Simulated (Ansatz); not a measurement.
C2H8BGaO (`B[CH]([GaH2])CO`), relaxed with RKS PBE0-D4/def2-TZVP in Ansatz from a GFN2-xTB geometry. The force threshold is 0.005 eV/Å; the program also tests the step.

Charge 0, multiplicity 1.

Start:

```xyz
13

B     0.501    1.596    1.001
C    -0.066    0.774   -0.144
Ga    1.293   -0.746   -0.647
C    -1.184   -0.226    0.082
O    -0.747   -1.447   -0.582
H     0.307    1.281    2.115
H     1.171    2.530    0.763
H    -0.203    1.289   -1.103
H     1.785   -0.891   -2.133
H     2.026   -1.679    0.384
H    -1.332   -0.428    1.147
H    -2.136    0.090   -0.360
H    -1.414   -2.144   -0.524
```

| step | energy (eV) | largest force (eV/Å) | largest move (Å) |
| --- | --- | --- | --- |
| 1 | -57294.2781 | 1.067 | 0.000 |
| 2 | -57294.3763 | 0.480 | 0.194 |
| 3 | -57294.4034 | 0.308 | 0.114 |
| 4 | -57294.4328 | 0.301 | 0.073 |
| 5 | -57294.4546 | 0.293 | 0.124 |
| 6 (rejected) | -57294.4449 | 0.509 | 0.153 |
| 7 | -57294.4636 | 0.091 | 0.077 |
| 8 (rejected) | -57294.4434 | 0.410 | 0.100 |
| 9 | -57294.4665 | 0.031 | 0.050 |
| 10 (rejected) | -57294.4663 | 0.079 | 0.042 |
| 11 | -57294.4670 | 0.017 | 0.021 |
| 12 | -57294.4673 | 0.013 | 0.024 |
| 13 | -57294.4673 | 0.021 | 0.011 |
| 14 | -57294.4674 | 0.021 | 0.023 |
| 15 | -57294.4675 | 0.010 | 0.003 |
| 16 | -57294.4675 | 0.005 | 0.004 |

End:

```xyz
13

B     0.576    1.422    0.930
C    -0.203    0.846   -0.204
Ga    1.217   -0.661   -0.604
C    -1.279   -0.178   -0.001
O    -0.780   -1.411   -0.641
H     0.444    0.978    2.040
H     1.401    2.273    0.739
H    -0.254    1.368   -1.159
H     1.720   -0.689   -2.084
H     1.904   -1.442    0.570
H    -1.436   -0.384    1.060
H    -2.231    0.072   -0.474
H    -1.080   -2.195   -0.171
```

Run time 39 s (2 threads of an AMD EPYC 7R13 on a shared host and a share of an NVIDIA H100 80 GB); peak host memory 0.92 GiB.
